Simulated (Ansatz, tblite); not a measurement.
Adding an electron: the cluster Si₅O₅⁺. The state is a doublet with charge 1. Geometry: PBE0-D4/def2-SVP. Ansatz, gas phase; energy differences of separate SCF runs; the reduced species is a singlet (the triplet lies 0.28 eV higher at PBE0-D4/def2-TZVP).

```xyz
10

Si    2.812    1.331    0.154
Si    0.659   -0.917    0.087
Si   -2.398    0.196    0.427
Si   -0.051    1.897    1.558
Si   -1.578   -1.995   -1.814
O     1.532    1.908    1.165
O    -0.525    0.320    0.630
O     2.007   -0.078   -0.329
O    -2.422   -0.999   -0.681
O    -0.036   -1.663   -1.197
```

The xTB rows come from tblite. LC-ωPBE has ω = 0.4 bohr⁻¹. The structure comes from a short search, and lower isomers may exist.

**Question.** Estimate orbital energies and vertical electron affinities at: GFN1-xTB; GFN2-xTB; PBE-D4/def2-TZVP; PBE0-D4/def2-TZVP; LC-ωPBE/def2-TZVP.

**Answer.** 
```csv
level,−HOMO (eV),−LUMO (eV),vertical EA (eV),HOMO–LUMO gap (eV),remarks
GFN1-xTB,–,–,8.61,–,–
GFN2-xTB,–,–,9.60,–,–
PBE-D4/def2-TZVP,9.76,8.04,5.88,1.72,"restricted singlet, untested (singlet)"
PBE0-D4/def2-TZVP,10.95,7.07,5.64,3.88,"restricted singlet, untested (singlet)"
LC-ωPBE/def2-TZVP,13.68,4.77,5.45,8.91,"restricted singlet, untested (singlet)"
```

  HOMO and LUMO are the levels of the spin that leaves or enters (xTB has no such levels and no spin-polarisation term). Other spin states of the ions may lie lower, which would lower the ionisation energy or raise the affinity. Raw xTB energy differences between charge states are shifted by several eV; the methods need an empirical correction for them.
